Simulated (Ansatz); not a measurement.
Program: Ansatz. Geometries: PBE0-D4/def2-TZVP. ΔE: electronic, gas phase. CCSD(T)/CBS adds triple-zeta CCSD(T) − MP2 to the extrapolated MP2 energy (def2 sets, frozen cores). For Br outer-core shells are correlated without core-valence functions, which leaves a few kJ/mol of doubt a bond. Scalar relativity is left out up to krypton. One conformer a species, not always the lowest.

`C=C(O)[SiH2]C=O` + `FBBr` → `O=C[SiH2]Br` + `C=C(O)BF`  (redistribution)

```
          species  CCSD/CBS(def2) energy (Eh)
`C=C(O)[SiH2]C=O`                  -557.08755
           `FBBr`                 -2698.56938
    `O=C[SiH2]Br`                 -2977.40671
       `C=C(O)BF`                  -278.26469
```

**Question.** Work out ΔE.

**Answer.** ΔE = (-2977.40671) + (-278.26469) − (-557.08755) − (-2698.56938) = -0.01447 Eh = -9.1 kcal/mol. CCSD(T)/CBS gives -8.6 kcal/mol.

Largest T1 diagnostic among the species: 0.015.

Leaving LDA and LC-ωPBE aside and taking each functional with its dispersion term where it has one, the values, not all of them listed here, spread over 2.1 kcal/mol, from BHLYP-D4 to revPBE-D4. At CCSD(T), def2-SVP lies +1.7 kcal/mol from the extrapolated value and def2-TZVPP +0.9 kcal/mol. In def2-TZVPP, CCSD(T) changes the Hartree–Fock value by +3.1 kcal/mol (the triples alone add +0.5 kcal/mol) and MP2 by +3.0 kcal/mol.
